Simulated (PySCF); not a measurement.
## Bonding in `N#CCC#C[SiH]1CC1`

Species: C6H7NSi.
Numbering: `[N:1]#[C:2][CH2:3][C:4]#[C:5][SiH:6]1[CH2:7][CH2:8]1` (hydrogens: H9, H10 on C3; H11 on Si6; H12, H13 on C7; H14, H15 on C8)

Structure used (GFN2-xTB), in Å, numbered top down from 1:
```
atom  x, y, z in Å
N1    -4.2612    1.6932    0.5608
C2    -3.6969    0.7472    0.2589
C3    -2.9709   -0.4421   -0.1266
C4    -1.5796   -0.1077   -0.3841
C5    -0.4286    0.1848   -0.5849
Si6    1.3224    0.6301   -0.9143
C7     2.5618    0.2321    0.4464
C8     2.5793   -0.7607   -0.7267
H9    -3.0363   -1.1768    0.6837
H10   -3.4310   -0.8637   -1.0274
H11    1.5310    1.7244   -1.8439
H12    2.2261   -0.1616    1.3954
H13    3.4489    0.8388    0.5629
H14    3.4779   -0.7641   -1.3275
H15    2.2526   -1.7660   -0.5003
```

Bond orders from the PBE0/pcSseg-1 density (PySCF). Isolated species at its GFN2-xTB geometry, gas phase.

Question: Where do the orders between heavy atoms depart from those drawn in the SMILES?

Answer: The largest departure is 0.549, at C4–C5 (drawn triple, 2.451). Drawn double or triple, more than 0.30 short of the drawn order: C4–C5 (2.451).

Question: Set the Mayer orders of the bonds beside their lengths.

Answer: 
```json
{"bond": "N1–C2", "drawn as": "triple", "length (Å)": "1.142", "Mayer order": "3.058"}
{"bond": "C2–C3", "drawn as": "single", "length (Å)": "1.446", "Mayer order": "1.019"}
{"bond": "C3–C4", "drawn as": "single", "length (Å)": "1.454", "Mayer order": "1.073"}
{"bond": "C4–C5", "drawn as": "triple", "length (Å)": "1.204", "Mayer order": "2.451"}
{"bond": "C5–Si6", "drawn as": "single", "length (Å)": "1.836", "Mayer order": "1.044"}
{"bond": "Si6–C7", "drawn as": "single", "length (Å)": "1.883", "Mayer order": "0.953"}
{"bond": "C7–C8", "drawn as": "single", "length (Å)": "1.537", "Mayer order": "0.898"}
{"bond": "C8–Si6", "drawn as": "single", "length (Å)": "1.884", "Mayer order": "0.953"}
{"bond": "C3–H9", "drawn as": "single", "length (Å)": "1.096", "Mayer order": "0.894"}
{"bond": "C3–H10", "drawn as": "single", "length (Å)": "1.096", "Mayer order": "0.895"}
{"bond": "Si6–H11", "drawn as": "single", "length (Å)": "1.451", "Mayer order": "0.925"}
{"bond": "C7–H12", "drawn as": "single", "length (Å)": "1.081", "Mayer order": "0.948"}
{"bond": "C7–H13", "drawn as": "single", "length (Å)": "1.081", "Mayer order": "0.949"}
{"bond": "C8–H14", "drawn as": "single", "length (Å)": "1.081", "Mayer order": "0.949"}
{"bond": "C8–H15", "drawn as": "single", "length (Å)": "1.081", "Mayer order": "0.949"}
```

Bonds between the same two heavy elements. C–C: lowest C7–C8 (0.898, 1.537 Å), highest C4–C5 (2.451, 1.204 Å); in 1 of the 6 pairs the longer bond (by over 0.003 Å) has the higher order (by 0.02 or more). C–Si: lowest Si6–C7 and C8–Si6 (0.953, 1.883 Å), highest C5–Si6 (1.044, 1.836 Å). Bonds named together lie within 0.004.

Question: Sum the orders of all bonds at each heavy atom with more than one neighbour and set the sums beside the valence in the SMILES.

Answer: C2 4.077 (drawn 4), C3 3.881 (drawn 4), C4 3.524 (drawn 4), C5 3.495 (drawn 4), Si6 3.875 (drawn 4), C7 3.748 (drawn 4), C8 3.749 (drawn 4). Orders between atoms that aren't bonded are not in these sums.

The Mayer order sums products of elements of PS (density times overlap matrix) between the two atoms' basis functions, so it depends on the basis set.
